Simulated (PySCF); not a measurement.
## Electron correlation in Sn²⁺ (tin, charge +2)

[Kr] 4d10 5s2, closed-shell 1S. Computed with PySCF 2.14 in cc-pVDZ-PP with ECP28MDF, with a scalar-relativistic core potential. Frozen: 4s2 4p6 4d10; 2 electrons correlated.

Total MP2 correlation energy: -21.74 mhartree.

Same-spin part 0.00 and opposite-spin part -21.74 mhartree; SCS-MP2 scales them by 1/3 and 6/5 to -26.08 mhartree.

With two correlated electrons CCSD is exact within the correlated space (frozen core and kept virtual orbitals).

```tsv
level	correlation energy (mhartree)
CCSD	-32.51
```

Diagnostics: T1 = 0.0022, D1 = 0.0031, largest double amplitude 0.101.

**Question.** Is a single reference adequate?

**Answer.** Mostly. T1 lies below 0.03, but a double amplitude of this size points to a near-degeneracy that CCSD handles and MP2 describes poorly.
